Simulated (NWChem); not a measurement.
Molecule: C3H3F; SMILES FC=C=C

```xyz
7

C      0.2202     1.8916     0.0000
C     -0.1179     0.6192     0.0000
C     -0.5026    -0.6425     0.0000
F      0.3579    -1.6840     0.0000
H      0.3708     2.4519    -0.9409
H      0.3708     2.4519     0.9409
H     -1.5606    -0.9581     0.0000
```
Atoms are numbered in this order, from 1.

Results from NWChem. Medium grid unless said otherwise, to which SCAN and Minnesota functionals are sensitive. Geometry: optimised at PBE-D3(BJ)/def2-SVP.

For level M05-2X/def2-SVP:

| Item | Value |
|---|---|
| highest occupied level (eV) | -8.74 |
| orbital gap (eV) | 9.29 |
| dipole (D) | 1.84 |

Question: Estimate the same quantities for level PBE0/def2-SVP.

Answer: 
| Quantity | Result |
|---|---|
| highest occupied level (eV) | -7.37 |
| orbital gap (eV) | 6.82 |
| dipole (D) | 1.69 |
